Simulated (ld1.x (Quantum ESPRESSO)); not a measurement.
**Transferability test, TM potential for Bi (Z = 83)**

| Item | Value |
| --- | --- |
| Element | bismuth (Bi) |
| Generator | ld1.x (Quantum ESPRESSO) 7.5 |
| Type | norm-conserving Troullier–Martins (Kleinman–Bylander form) |
| Functional | LDA (PZ) |
| Relativity | scalar-relativistic |
| Frozen core | [Xe] 4f14 |
| Valence charge | 15 |
| Reference configuration | 5d10 6s2 6p3 |
| Partial waves | 6s (bound): rc 1.70 bohr; 6p (bound): rc 2.20 bohr; 5d (bound): rc 1.90 bohr |
| Local potential | the d channel |
| Core correction | a·sin(br)/r model core inside 1.20 bohr |

Energies are relative to the spin-unpolarised reference configuration 5d10 6s2 6p3; without spin polarisation the order of configurations can differ from experiment. Spin-polarised rows fill each open shell by Hund’s rule, majority spin first. Not all tests gave a result: 1 of 9 tests not solved or not reliable. Left out of the table: 5d9 6s2 6p4 (solver errors, printed error -1581 eV).

```
        valence configuration  charge  ΔE all-electron (eV)  error AE − PS (meV)
                 5d10 6s2 6p2      +1                 8.154                 -5.7
                 5d10 6s2 6p1      +2                23.719                  -18
                 5d10 6s0 6p5       0                20.722                  -36
               5d10 6s2 6p3.3    -0.3                -1.152                 +0.4
5d10 6s2 6p3 (spin-polarised)       0                -1.024                 +6.4
5d10 6s2 6p2 (spin-polarised)      +1                 7.602                 -0.1
```

Problem. What are ΔE and the potential's error for 5d10 6s2 6p0?

Solution. ΔE = 47.434 eV all-electron; the error (AE − PS) is -30 meV.

Problem. What are ΔE and the potential's error for 5d10 6s2 6p2.5?

Solution. ΔE = 3.208 eV all-electron; the error (AE − PS) is -1.9 meV.

Levels in the configuration 5d10 6s0 6p5:

| level | all-electron (eV) | pseudo (eV) |
| --- | --- | --- |
| 5d | -30.316 | -30.492 |
| 6p | -6.037 | -6.044 |

Note: ghost states, extra bound levels that the all-electron valence spectrum of the same l lacks: s at -96.4 eV, p at -24.7 eV. A true bound ghost makes a file unfit for plane-wave use.
